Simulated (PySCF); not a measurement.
A GIAO shielding run with PySCF 2.14.0 with density-fitted response routines (density fitting, non-relativistic, gas phase) on `S(C[SiH2]C)[Si@@H](O)C=O`, C3H10O2SSi2:

```
$ OMP_NUM_THREADS=1 python probes_run.py task.json out

{"job": {"kind": "nmr", "xc": "PBE0", "basis": "pcSseg-1"}, "charge": 0, "multiplicity": 1}
C      3.467084    -0.180481    -0.154159
Si     1.748422    -0.772496    -0.695544
C      0.669455     0.770373    -0.984123
S     -0.948718     0.344524    -1.732404
Si    -2.062180    -0.157830     0.010499
O     -1.787370     0.941369     1.169323
C     -3.913302    -0.108685    -0.453398
O     -4.705912     0.431723     0.279394
H      3.422251     0.398984     0.763421
H      3.933676     0.440939    -0.912992
H      4.121760    -1.027111     0.023714
H      1.127517    -1.591689     0.353185
H      1.820301    -1.530979    -1.947216
H      1.129639     1.451687    -1.696826
H      0.464891     1.324447    -0.071960
H     -1.707040    -1.477159     0.518999
H     -2.521795     1.335523     1.638449
H     -4.267439    -0.586819    -1.384780
```

Hardware: 1 thread of an Arm Neoverse V1, shared host. The job also computes population analyses, field gradients.

(1) How large is the calculation?

(2) How long does it take, and how much memory does it need?

Results:

(1) 88 electrons, 207 basis functions and 1146 auxiliary functions.

(2) 55 s of wall time, with 15 SCF cycles and 5 response iterations; peak memory 0.93 GiB. Times on a shared host scatter by some tens of per cent.
